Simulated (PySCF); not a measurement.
Ligand exchange on a metal centre used in film growth or etching (Ta Cl-NH2). All species are isolated molecules in the gas phase. One relaxed conformer stands for each flexible species; it need not be the lowest.

Method: TPSSh-D3(BJ)/def2-TZVP // r2SCAN-D4/def2-SVP (PySCF). 

```
species                                      charge on the central atom (Mulliken) (e)  HOMO–LUMO gap (eV)  LUMO (eV)  mean distance from the central atom to its bonded neighbours (Å)
-------------------------------------------  -----------------------------------------  ------------------  ---------  ----------------------------------------------------------------
0 of 5 Cl replaced by NH2                                                         1.20                4.31          …                                                                 …
2 of 5 Cl replaced by NH2 ([Ta(Cl)3(NH2)2])                                          …                4.31      -3.26                                                             2.201
3 of 5 Cl replaced by NH2 ([Ta(Cl)2(NH2)3])                                          …                3.97      -2.81                                                             2.142
4 of 5 Cl replaced by NH2                                                         1.34                4.86      -1.56                                                             2.085
5 of 5 Cl replaced by NH2 ([Ta(NH2)5])                                            1.32                   …      -0.78                                                             2.022
```

Problem. What belongs in the gaps?

Solution. 
- 0 of 5 Cl replaced by NH2, LUMO (eV): -4.20
- 0 of 5 Cl replaced by NH2, mean distance from the central atom to its bonded neighbours (Å): 2.312
- 2 of 5 Cl replaced by NH2 ([Ta(Cl)3(NH2)2]), charge on the central atom (Mulliken) (e): 1.29
- 3 of 5 Cl replaced by NH2 ([Ta(Cl)2(NH2)3]), charge on the central atom (Mulliken) (e): 1.36
- 5 of 5 Cl replaced by NH2 ([Ta(NH2)5]), HOMO–LUMO gap (eV): 4.87
